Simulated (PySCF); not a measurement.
**Single point on KSe⁺**

State: ³Σ⁻ (triplet), unpaired electrons π ↑↑.

An equivalent input (the run itself took its basis sets from the Basis Set Exchange, started from a PBE0 density and held the occupation σ 13α 13β, πx 6α 5β, πy 6α 5β, δx 1α 1β, δy 1α 1β):

```python
from pyscf import gto, scf, cc
mol = gto.M(atom='K 0 0 0; Se 0 0 3.503', basis={'K': 'def2-SVP', 'Se': 'def2-SVP'},
            charge=1, spin=2, verbose=4, symmetry='C2v')
mf = scf.UHF(mol)
mf.irrep_nelec = {'A1': (14, 14), 'A2': (1, 1), 'B1': (6, 5), 'B2': (6, 5)}
mf.conv_tol = 1e-9
mf.max_cycle = 60
mf.diis_space = 10
mf.kernel()
mycc = cc.CCSD(mf, frozen=[[0, 1, 2, 3, 4, 5, 6, 7, 8, 9, 10, 11, 12, 13], [0, 1, 2, 3, 4, 5, 6, 7, 8, 9, 10, 11, 12, 13]])
mycc.run(conv_tol=1e-7, conv_tol_normt=1e-5, max_cycle=80, diis_space=8)
et = mycc.ccsd_t()
```

The SCF ended at -2998.47343108 hartree. The coupled-cluster part of the log:

```
******** <class 'pyscf.cc.uccsd.UCCSD'> ********
CC2 = 0
CCSD nocc = (13, 11), nmo = (42, 42)
frozen orbitals [[0, 1, 2, 3, 4, 5, 6, 7, 8, 9, 10, 11, 12, 13], [0, 1, 2, 3, 4, 5, 6, 7, 8, 9, 10, 11, 12, 13]]
max_cycle = 80
direct = 0
conv_tol = 1e-07
conv_tol_normt = 1e-05
diis_space = 8
diis_start_cycle = 0
diis_start_energy_diff = 1e+09
Init t2, MP2 energy = -0.23229275472257
Init E_corr(UCCSD) = -0.232292754729406
cycle = 1  E_corr(UCCSD) = -0.238066697643199  dE = -0.00577394291  norm(t1,t2) = 0.044793
cycle = 2  E_corr(UCCSD) = -0.243176589387628  dE = -0.00510989174  norm(t1,t2) = 0.0131469
cycle = 3  E_corr(UCCSD) = -0.243740006030833  dE = -0.000563416643  norm(t1,t2) = 0.00506969
cycle = 4  E_corr(UCCSD) = -0.244122054977998  dE = -0.000382048947  norm(t1,t2) = 0.00151212
cycle = 5  E_corr(UCCSD) = -0.244071996532189  dE = 5.00584458e-05  norm(t1,t2) = 0.000648789
cycle = 6  E_corr(UCCSD) = -0.244072359803735  dE = -3.63271546e-07  norm(t1,t2) = 0.000250851
cycle = 7  E_corr(UCCSD) = -0.244078217776405  dE = -5.85797267e-06  norm(t1,t2) = 0.00010164
cycle = 8  E_corr(UCCSD) = -0.244077947835511  dE = 2.69940895e-07  norm(t1,t2) = 3.40133e-05
cycle = 9  E_corr(UCCSD) = -0.244077491534549  dE = 4.56300962e-07  norm(t1,t2) = 9.92246e-06
cycle = 10  E_corr(UCCSD) = -0.244077659986907  dE = -1.68452357e-07  norm(t1,t2) = 3.22078e-06
cycle = 11  E_corr(UCCSD) = -0.244077677491106  dE = -1.75041993e-08  norm(t1,t2) = 1.0998e-06
UCCSD converged
E(UCCSD) = -2998.717508755683  E_corr = -0.2440776774911059
UCCSD(T) correction = -0.00376271644138998
```

T1 diagnostic 0.005, D1 0.024, 24 electrons correlated.

Repeating this along the bond gives Re = 3.565 Å and ωe = 88.7 cm⁻¹.

A point of this curve took 9.3 CPU seconds beside 0.14 for the integrals (shared host).

Correlated steps freeze 14 core orbitals. Spin–orbit coupling is left out. The state is the lowest determinant that a PBE0 search found; another state may lie lower at other levels.
